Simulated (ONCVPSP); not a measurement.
**Transferability test, ONCV potential for zinc**

| Item | Value |
| --- | --- |
| Element | Zn (Z = 30) |
| Generator | ONCVPSP 4.0.1 |
| Type | optimised norm-conserving Vanderbilt (ONCV) |
| Functional | PBE |
| Relativity | scalar-relativistic |
| Frozen core | [Ne] |
| Valence charge | 20 |
| Reference configuration | 3s2 3p6 3d10 4s1 4p1 |
| Partial waves | 3s+4s: rc 1.00 bohr, ncon 4, nbas 9, qcut 12.2 1/bohr, 2 projectors; 3p+4p: rc 1.20 bohr, ncon 5, nbas 9, qcut 11.1 1/bohr, 2 projectors; 3d: rc 0.85 bohr, ncon 5, nbas 9, qcut 20.1 1/bohr, 1 projector |
| Local potential | polynomial inside 0.60 bohr (lpopt 5, dvloc0 6 Ha) |
| Core correction | polynomial model core, fcfact 0.2 |

Energies are relative to the spin-unpolarised reference configuration 3s2 3p6 3d10 4s1 4p1; without spin polarisation the order of configurations can differ from experiment.

```
valence configuration  charge  ΔE all-electron (eV)  error AE − PS (meV)
 3s2 3p6 3d10 4s0 4p0      +2                23.245                 -0.6
 3s2 3p6 3d10 4s0 4p1      +1                11.126                 -0.3
```

Q: What are ΔE and the potential's error for 3s2 3p6 3d10 4s2 4p0?

A: ΔE = -5.087 eV all-electron; the error (AE − PS) is +0.5 meV.

Q: What are ΔE and the potential's error for 3s2 3p6 3d10 4s1 4p0?

A: ΔE = 4.802 eV all-electron; the error (AE − PS) is -0.3 meV.

Levels in the configuration 3s2 3p6 3d10 4s0 4p0:

```json
{"level": "3s", "all-electron (eV)": "-150.113", "pseudo (eV)": "-150.100"}
{"level": "3p", "all-electron (eV)": "-104.308", "pseudo (eV)": "-104.297"}
{"level": "3d", "all-electron (eV)": "-30.856", "pseudo (eV)": "-30.858"}
```
